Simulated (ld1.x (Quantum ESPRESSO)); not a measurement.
## Configuration tests for aluminium (Al) (TM)

```json
{"Element": "Al", "Generator": "ld1.x (Quantum ESPRESSO) 7.5", "Type": "norm-conserving Troullier–Martins (Kleinman–Bylander form)", "Functional": "BLYP", "Relativity": "non-relativistic", "Frozen core": "[He]", "Valence charge": "11", "Reference configuration": "2s2 2p6 3s2 3p1", "Partial waves": "2p (bound): rc 0.60 bohr; 2s (bound): rc 0.90 bohr", "Local potential": "the s channel", "Core correction": "none"}
```

Occupied shells without a wave of their own: 3p, 3s. They enter only through the test configuration that unscreens the potential.

Energies are relative to the spin-unpolarised reference configuration 2s2 2p6 3s2 3p1; without spin polarisation the order of configurations can differ from experiment. The frozen-core shift is the all-electron ΔE with the core orbitals held at their reference shape minus the fully relaxed ΔE.

```csv
valence configuration,charge,ΔE all-electron (eV),error AE − PS (meV),frozen-core shift (meV)
2s2 2p6 3s1 3p0,+2,24.817,-467,0.0
2s2 2p6 3s1 3p1,+1,11.438,-299,0.0
2s2 2p5 3s2 3p1,+1,82.849,+232,+0.6
2s2 2p6 3s0 3p3,0,10.515,-428,0.0
2s2 2p6 3s1 3p2,0,5.155,-204,0.0
```

Question: What are ΔE and the potential's error for 2s2 2p6 3s0 3p0?

Answer: ΔE = 53.472 eV all-electron; the error (AE − PS) is -1069 meV.

Question: What are ΔE and the potential's error for 2s2 2p6 3s2 3p0?

Answer: ΔE = 5.637 eV all-electron; the error (AE − PS) is -67 meV.

ld1.x printed “convergence not achieved” for 7 of the counted tests; their residual had stalled under 1e-8, short of the target of 1e-14. The 3p, 3s levels have no wave, so the channel is fitted at the deeper level alone: the likely source of the large errors.
